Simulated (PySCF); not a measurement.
F3Y, charge -1, multiplicity 2. Atoms are numbered in the order given.

```xyz
4

Y      0.0000     0.0000     0.0000
F      2.0634     0.0000     0.0000
F     -1.0317     1.7869     0.0000
F     -1.0317    -1.7869     0.0000
```
Charge -1, spin multiplicity 2.

Geometry: PBE0-D3(BJ)/def2-SVPD. A frequency run showed that this geometry is not a minimum. The spin state was assumed, not searched. The def2 effective core potentials stand for the cores of Y; spin–orbit coupling is left out.

All values below come from PBE0-D3(BJ)/def2-SVPD in PySCF 2.14.0.

Frequencies are harmonic and unscaled.

Modes within 1.5 cm⁻¹ of each other (mostly degenerate sets) share a row, with their intensities summed.

Computed normal modes with their intensities:
```
mode  ν (cm⁻¹)  IR (km/mol)  moving atoms (share of kinetic energy)
----  --------  -----------  --------------------------------------
1         101i         55.0                          F 61 %, Y 39 %
2–3        120          9.2                          F 87 %, Y 13 %
4          493          0.0                                 F 100 %
5–6        519        267.9                          F 74 %, Y 26 %
```
